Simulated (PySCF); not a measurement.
PySCF input (M06-2X/def2-TZVPD):

```python
from pyscf import gto, scf, dft

mol = gto.M(
    atom='''
    Si    0.10199308   -0.65072754    0.04586606
    N     1.30302164    0.60290456   -0.55746690
    N    -1.40379047    0.25870916    0.57842073
    H    -0.45135770   -0.95527345   -1.36504806
    H     1.83327095    1.02423805    0.19664796
    H     0.92122254    1.36034236   -1.12131701
    H    -1.32204557    0.62301130    1.52074615
    H    -1.70361159    1.02657120   -0.01983064
    ''',
    basis='def2-tzvpd',
    charge=-1,
    spin=0,
    verbose=4,
)

mf = dft.RKS(mol, xc='m062x').density_fit(auxbasis='def2-universal-jkfit')
mf.grids.level = 4
mf.conv_tol = 1e-9
mf.max_cycle = 100
mf.max_memory = 1500
mf.kernel()
if not mf.converged:
    mf = mf.newton()
    mf.kernel(mf.make_rdm1())
mf.analyze()
```

Output:

```
PySCF version 2.14.0

[INPUT] verbose = 4
[INPUT] num. atoms = 8
[INPUT] num. electrons = 34
[INPUT] charge = -1
[INPUT] spin (= nelec alpha-beta = 2S) = 0
[INPUT] symmetry False subgroup None
[INPUT] Mole.unit = angstrom
[INPUT] Symbol           X                Y                Z      unit          X                Y                Z       unit  Magmom
[INPUT]  1 Si     0.101993080000  -0.650727540000   0.045866060000 AA    0.192738987801  -1.229696832312   0.086674291813 Bohr   0.0
[INPUT]  2 N      1.303021640000   0.602904560000  -0.557466900000 AA    2.462354033982   1.139324497651  -1.053459764510 Bohr   0.0
[INPUT]  3 N     -1.403790470000   0.258709160000   0.578420730000 AA   -2.652779524574   0.488889458316   1.093056764471 Bohr   0.0
[INPUT]  4 H     -0.451357700000  -0.955273450000  -1.365048060000 AA   -0.852942437214  -1.805205194568  -2.579566980269 Bohr   0.0
[INPUT]  5 H      1.833270950000   1.024238050000   0.196647960000 AA    3.464380007621   1.935529400859   0.371610787354 Bohr   0.0
[INPUT]  6 H      0.921222540000   1.360342360000  -1.121317010000 AA    1.740858300376   2.570674496044  -2.118982047716 Bohr   0.0
[INPUT]  7 H     -1.322045570000   0.623011300000   1.520746150000 AA   -2.498304051495   1.177320729509   2.873793728487 Bohr   0.0
[INPUT]  8 H     -1.703611590000   1.026571200000  -0.019830640000 AA   -3.219359327735   1.939938415366  -0.037474478475 Bohr   0.0

nuclear repulsion = 106.315564927221
number of shells = 66
number of NR pGTOs = 228
number of NR cGTOs = 162
basis = def2-tzvpd
ecp = {}

******** <class 'pyscf.df.df_jk.DFRKS'> ********
method = DFRKS
initial guess = minao
damping factor = 0
level_shift factor = 0
DIIS = <class 'pyscf.scf.diis.CDIIS'>
diis_start_cycle = 1
diis_space = 8
diis_damp = 0
SCF conv_tol = 1e-09
SCF conv_tol_grad = None
SCF max_cycles = 100
direct_scf = False
XC library pyscf.dft.libxc version 7.1.2
    S. Lehtola, C. Steigemann, M. J. T. Oliveira, and M. A. L. Marques,  SoftwareX 7, 1–5 (2018)
XC functionals = m062x
    Y. Zhao and D. G. Truhlar,  Theor. Chem. Acc. 120, 215 (2008)
    Y. Zhao and D. G. Truhlar,  Theor. Chem. Acc. 120, 215 (2008)
radial grids:
    Treutler-Ahlrichs [JCP 102, 346 (1995); DOI:10.1063/1.469408] (M4) radial grids

becke partition: Becke, JCP 88, 2547 (1988); DOI:10.1063/1.454033
pruning grids: <function nwchem_prune>
grids dens level: 4
symmetrized grids: False
atomic radii adjust function: <function treutler_atomic_radii_adjust>
small_rho_cutoff = 0
Set gradient conv threshold to 3.16228e-05
Initial guess from minao.
tot grids = 163216
******** <class 'pyscf.df.df.DF'> ********
auxbasis = def2-universal-jkfit
init E= -401.909024318725
  HOMO = -0.197999856684675  LUMO = -0.00822291895277159  gap/eV = 5.16409
[...]
cycle= 10 E= -402.02496492005  delta_E= -3.05e-10  |g|= 5.56e-06  |ddm|= 0.000287
  HOMO = -0.0223432590638595  LUMO = 0.163193510383231  gap/eV = 5.04871
Extra cycle  E= -402.024964920067  delta_E= -1.68e-11  |g|= 3.8e-06  |ddm|= 4.83e-05
converged SCF energy = -402.024964920067
**** SCF Summaries ****
Total Energy =                        -402.024964920066907
Nuclear Repulsion Energy =             106.315564927220677
One-electron Energy =                 -771.868358370477267
Two-electron Energy =                  263.527828523189669
Two-electron Coulomb Energy =          300.273885072769986
DFT Exchange-Correlation Energy =      -36.746056549580302
HOMO-LUMO gap [eV] =                     5.048712654328518
**** MO energy ****
MO #1   energy= -66.7740908112567  occ= 2
MO #2   energy= -14.5230901262037  occ= 2
MO #3   energy= -14.5230815680064  occ= 2
MO #4   energy= -5.30865969889056  occ= 2
MO #5   energy= -3.61884912012934  occ= 2
MO #6   energy= -3.61849334117115  occ= 2
MO #7   energy= -3.61689187263477  occ= 2
MO #8   energy= -0.744596005376689 occ= 2
MO #9   energy= -0.72605240470548  occ= 2
MO #10  energy= -0.364800719770418 occ= 2
MO #11  energy= -0.350529201895929 occ= 2
MO #12  energy= -0.337353897232175 occ= 2
MO #13  energy= -0.259653321614586 occ= 2
MO #14  energy= -0.17847439239599  occ= 2
MO #15  energy= -0.151463930637619 occ= 2
MO #16  energy= -0.107920029755029 occ= 2
MO #17  energy= -0.0223432590638595 occ= 2
MO #18  energy= 0.163193510383231  occ= 0
MO #19  energy= 0.189131046880702  occ= 0
MO #20  energy= 0.197386926735475  occ= 0
MO #21  energy= 0.216212034761392  occ= 0
MO #22  energy= 0.230444466006907  occ= 0
MO #23  energy= 0.240689193466473  occ= 0
MO #24  energy= 0.248835701143498  occ= 0
MO #25  energy= 0.272396322739163  occ= 0
MO #26  energy= 0.293978408523813  occ= 0
MO #27  energy= 0.297399677328449  occ= 0
MO #28  energy= 0.313107401298867  occ= 0
MO #29  energy= 0.313205292886476  occ= 0
MO #30  energy= 0.327496148826678  occ= 0
MO #31  energy= 0.336047453228464  occ= 0
MO #32  energy= 0.346845733039537  occ= 0
MO #33  energy= 0.35099159448258   occ= 0
MO #34  energy= 0.362123186551357  occ= 0
MO #35  energy= 0.385753690427195  occ= 0
MO #36  energy= 0.387143954943668  occ= 0
MO #37  energy= 0.411408059351821  occ= 0
MO #38  energy= 0.423414964520989  occ= 0
MO #39  energy= 0.427079294408792  occ= 0
MO #40  energy= 0.439986387680851  occ= 0
MO #41  energy= 0.447355645027351  occ= 0
MO #42  energy= 0.451485464527591  occ= 0
MO #43  energy= 0.469549989827269  occ= 0
MO #44  energy= 0.476648514126166  occ= 0
MO #45  energy= 0.483401911721442  occ= 0
MO #46  energy= 0.493434088674035  occ= 0
MO #47  energy= 0.49438333077307   occ= 0
MO #48  energy= 0.535988626989961  occ= 0
MO #49  energy= 0.554678068929704  occ= 0
MO #50  energy= 0.561084249021903  occ= 0
MO #51  energy= 0.573261752700593  occ= 0
MO #52  energy= 0.578356929943112  occ= 0
MO #53  energy= 0.617893628442429  occ= 0
MO #54  energy= 0.621826471606864  occ= 0
MO #55  energy= 0.637809645372866  occ= 0
MO #56  energy= 0.64081441148189   occ= 0
MO #57  energy= 0.675717810915492  occ= 0
MO #58  energy= 0.683668296556279  occ= 0
MO #59  energy= 0.704351186627865  occ= 0
MO #60  energy= 0.712198101690392  occ= 0
MO #61  energy= 0.743798181001881  occ= 0
MO #62  energy= 0.775371534897722  occ= 0
MO #63  energy= 0.796827696588468  occ= 0
MO #64  energy= 0.821305920395012  occ= 0
MO #65  energy= 0.824819271175939  occ= 0
MO #66  energy= 0.839260548405524  occ= 0
MO #67  energy= 0.855179956396975  occ= 0
MO #68  energy= 0.892599427673166  occ= 0
MO #69  energy= 0.901382627599051  occ= 0
MO #70  energy= 0.912175262822002  occ= 0
MO #71  energy= 0.935840524166074  occ= 0
MO #72  energy= 0.958603462480464  occ= 0
MO #73  energy= 0.987549895680495  occ= 0
MO #74  energy= 1.01476466483669   occ= 0
MO #75  energy= 1.0234515998029    occ= 0
MO #76  energy= 1.03774806192009   occ= 0
MO #77  energy= 1.07339480789654   occ= 0
MO #78  energy= 1.07882695905474   occ= 0
MO #79  energy= 1.09034641713238   occ= 0
MO #80  energy= 1.28885949269087   occ= 0
MO #81  energy= 1.30854742975609   occ= 0
MO #82  energy= 1.33054046410328   occ= 0
MO #83  energy= 1.35475505416075   occ= 0
MO #84  energy= 1.37665783742495   occ= 0
MO #85  energy= 1.38769000226706   occ= 0
MO #86  energy= 1.43005758251648   occ= 0
MO #87  energy= 1.45556862831509   occ= 0
MO #88  energy= 1.4826833814014    occ= 0
MO #89  energy= 1.53643880690474   occ= 0
MO #90  energy= 1.5540252892806    occ= 0
MO #91  energy= 1.56587127953843   occ= 0
MO #92  energy= 1.62398909372308   occ= 0
MO #93  energy= 1.64246709597169   occ= 0
MO #94  energy= 1.65302892759928   occ= 0
MO #95  energy= 1.71250941866426   occ= 0
MO #96  energy= 1.73855377380459   occ= 0
MO #97  energy= 1.76164663013922   occ= 0
MO #98  energy= 1.79736861697159   occ= 0
MO #99  energy= 1.82755890954719   occ= 0
MO #100 energy= 1.87640976203526   occ= 0
MO #101 energy= 1.89562860128715   occ= 0
MO #102 energy= 1.94165401730547   occ= 0
MO #103 energy= 1.95087428650464   occ= 0
MO #104 energy= 2.02918094923039   occ= 0
MO #105 energy= 2.03263683404217   occ= 0
MO #106 energy= 2.11336030374726   occ= 0
MO #107 energy= 2.15961827214136   occ= 0
[...]
```

It need not be the lowest isomer of its formula. Whether it binds its extra electron was not tested at this geometry.
